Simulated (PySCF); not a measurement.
# Reading the logs of faulty runs: AlBH4NO cation

Calculated results; nothing here was measured. The program is PySCF 2.14.0, an open-source quantum chemistry code, run on an isolated molecule that a program drew, which may never have been made. The molecule is AlBH4NO cation (charge +1, singlet), drawn as the SMILES string `NB[O][AlH+]`.

Each row is a Hartree-Fock (HF) and frozen-core CCSD(T) single point in the cc-pV(D+d)Z basis, meant for a local HF minimum. Run 1 is clean. Each other run has one planted mistake out of seven kinds, and not every kind appears here: one electron removed, one electron added, multiplicity raised by two, geometry at a saddle point, minimal basis STO-3G, one bond length entered in bohr, all coordinates scaled. The reference is restricted for singlets and unrestricted otherwise, and also for a bond in bohr. Adding or removing an electron swaps singlet and doublet. Electrons count all cores. HOMO and LUMO are orbital energies over both spins, the gradient is its largest component, and the lowest frequency (negative if imaginary) is given only where the gradient is small. Bond lengths are over the 7 bonds as drawn. T1 is the CCSD diagnostic: over 0.02 (restricted) or 0.045 (unrestricted) a single reference is doubtful.

Geometry of the clean run:
```xyz
8
AlBH4NO cation, angstrom
N    -1.4410    2.2638    1.7525
B    -0.5565    2.3187    0.7037
O    -0.4783    1.2156   -0.1977
Al   -0.1468    0.1717   -1.3660
H    -1.5263    3.0159    2.4056
H    -2.0500    1.4931    1.9383
H     0.1634    3.2439    0.4930
H     0.1423   -0.8555   -2.4698
```

```
run  electrons  basis functions  <S^2>  HOMO (eV)  LUMO (eV)  gradient (hartree/bohr)  lowest frequency (cm^-1)  mean bond (Å)  longest bond (Å)      T1  HF (hartree)  CCSD(T) (hartree)                          mistake
  1         36               85  0.000     -15.56      -4.11                  2.2e-05                       111         1.3039             1.601  0.0177    -398.12947         -398.65204                         no fault
  2         36               85  1.012     -11.54      -4.14                  2.4e-02                         -         1.4784             2.595  0.0342    -397.92622         -398.41248  one bond length entered in bohr
  3         36               85  2.023      -9.16      -7.39                  1.6e-01                         -         1.3039             1.601  0.0416    -397.95923         -398.45893                                ?
  4         36               28  0.000     -13.79       1.15                  3.5e-02                         -         1.3039             1.601  0.0276    -393.26673         -393.47547                                ?
```

**Which mistake was planted in run 3, and what did it cost?**

Electrons, basis and geometry are unchanged, and <S^2> is 2.023, beside S(S+1) = 2.00 for a multiplicity of 3. So the mistake is: multiplicity raised by two. Subtracting run 1 and multiplying by 627.51 kcal/mol a hartree, the energy moved by 106.8 kcal/mol in HF and 121.2 kcal/mol in CCSD(T).

**Which mistake was planted in run 4, and what did it cost?**

It has 28 basis functions where the clean run has 85, with the same electrons and geometry. So the mistake is: minimal basis STO-3G. Subtracting run 1 and multiplying by 627.51 kcal/mol a hartree, the energy moved by 3051.4 kcal/mol in HF and 3248.3 kcal/mol in CCSD(T).

Cautions from the logs. Run 4: T1 is over the limit, so its CCSD(T) energy is less reliable.
